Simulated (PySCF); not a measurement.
**Telling isomers of C7H12O apart by NMR**

Gas phase, one conformer, equivalent nuclei averaged, relativity neglected. GFN2-xTB structure; PBE0/pcSseg-1 with gauge-including orbitals; PySCF 2.14.0 with density-fitted response routines.

References, each an isolated molecule treated in the same way: 1H (31.72 ppm) and 13C (186.93 ppm) vs TMS. Where no couplings were computed, multiplicities follow the n + 1 count of equivalent neighbours, and m marks all less simple cases (inequivalent or close neighbours, rings, F or P nearby). Shifts are as computed. Against solution values, carbons near 30 ppm lie about +3 ppm off and those near 130 ppm about +5 ppm. Of 1211 compounds with measured shifts, 218 miss one by over three times the rms of a fit or turn the order of signals round; such compounds aren't used in these exercises.

(1) Tabulate the signals of `C=C1CC[C@@]1(C)OC`, `O=CC1CCCCC1` and their relative energies.

(2) What is the quickest way to tell C=C1CC[C@@]1(C)OC from O=CC1CCCCC1?

Answers

(1) 
```tsv
SMILES	carbon types	δC	δH	E rel. (kcal/mol)
C=C1CC[C@@]1(C)OC	2×C 3×CH2 2×CH3	160.0, 116.5, 82.2, 52.0, 34.6, 25.5, 22.7	5.39 (m, 1H), 5.38 (m, 1H), 3.48 (s, 3H), 2.80 (m, 1H), 2.49 (m, 1H), 2.18 (m, 1H), 1.92 (m, 1H), 1.28 (s, 3H)	44.0
O=CC1CCCCC1	2×CH 5×CH2	211.1, 51.2, 30.4, 29.0, 26.9	10.07 (d, 1H), 2.35 (m, 2H), 2.19 (m, 1H), 1.71 (m, 1H), 1.56 (m, 2H), 1.42 (m, 2H), 1.26 (m, 2H), 1.16 (m, 1H)	0.0
```

Energies are electronic energies at PBE0/pcSseg-1 on these geometries, without zero-point or thermal terms, each for the one conformer computed, which needn't be the lowest.

(2) Count the carbon signals: 7 against 5. The first has a fully substituted alkene carbon (C) at 160.0 ppm, the second an aldehyde carbonyl carbon (CH) at 211.1 ppm. In the proton spectra the most deshielded non-exchanging signals are 5.39 (m, 1H) and 10.07 (d, 1H).
